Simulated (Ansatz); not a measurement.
Computed with Ansatz on PBE0-D4/def2-TZVP structures; ΔE is electronic, products minus reactants. CCSD(T)/CBS is the MP2 limit (def2-TZVPP, def2-QZVPP) plus CCSD(T) − MP2 in def2-TZVPP, frozen cores. This one scheme is used for every species. DFT in def2-TZVPP. B3LYP here is the variant with VWN-RPA as its local correlation; programs differ in this. One conformer a species, not always the lowest.

Consider the ligand exchange at a B–S bond: `CNBS` + `OCF` → `CNBOCF` + H₂S.

`CNBS`:

```xyz
10

C     0.717    0.213   -1.372
N    -0.301    0.321   -0.354
B    -0.254   -0.261    0.907
S    -1.633   -0.020    2.069
H     0.330   -0.259   -2.281
H     1.122    1.193   -1.643
H     1.535   -0.399   -0.994
H    -1.098    0.876   -0.624
H     0.692   -0.918    1.224
H    -1.111   -0.745    3.067
```

`OCF`:

```xyz
6

O     0.845   -0.569   -0.364
C    -0.077    0.278    0.191
F    -1.018   -0.422    0.921
H     0.429   -1.073   -1.070
H    -0.635    0.852   -0.558
H     0.456    0.935    0.879
```

`CNBOCF`:

Cartesian coordinates in Å:
```
C -2.123 0.028 0.017
N -0.684 0.133 0.021
B 0.192 -0.881 0.404
O 1.570 -0.751 0.356
C 2.172 0.303 -0.274
F 1.890 1.499 0.366
H -2.582 0.731 0.719
H -2.410 -0.981 0.313
H -2.540 0.219 -0.977
H -0.330 1.052 -0.192
H -0.227 -1.932 0.789
H 1.819 0.415 -1.307
H 3.253 0.164 -0.235
```

H₂S:

Cartesian coordinates in Å:
```
S 0.487 -0.175 0.341
H -0.064 1.012 0.047
H -0.423 -0.838 -0.388
```

```csv
level,ΔE (kJ/mol),difference from CCSD(T)/CBS
PBE-D4,-31.0,10.0
r2SCAN-D4,-38.2,2.8
PBE0-D4,-33.4,7.6
B3LYP-D4,-43.2,-2.2
ωB97X-V,-41.9,-0.9
ωB97M-V,-43.5,-2.5
B2PLYP,-41.8,-0.8
PBE,-29.7,11.3
r2SCAN,-37.6,3.4
PBE0,-32.3,8.7
B3LYP,-41.5,-0.5
HF/def2-TZVPP,-50.4,-9.4
MP2/def2-TZVPP,-38.5,2.5
SCS-MP2/def2-TZVPP,-41.6,-0.6
CCSD/def2-TZVPP,-44.7,-3.7
CCSD(T)/def2-TZVPP,-43.1,-2.1
HF/def2-QZVPP,-51.3,-10.3
MP2/def2-QZVPP,-37.6,3.4
SCS-MP2/def2-QZVPP,-40.7,0.3
HF/CBS(def2),-51.4,-10.4
MP2/CBS(def2),-36.4,4.6
CCSD/CBS(def2),-42.6,-1.6
CCSD(T)/CBS,-41.0,0
```

Largest T1 diagnostic among the species: 0.012.

In def2-TZVPP, CCSD(T) changes the Hartree–Fock value by +7.3 kJ/mol (the triples alone add +1.6 kJ/mol) and MP2 by +11.9 kJ/mol.
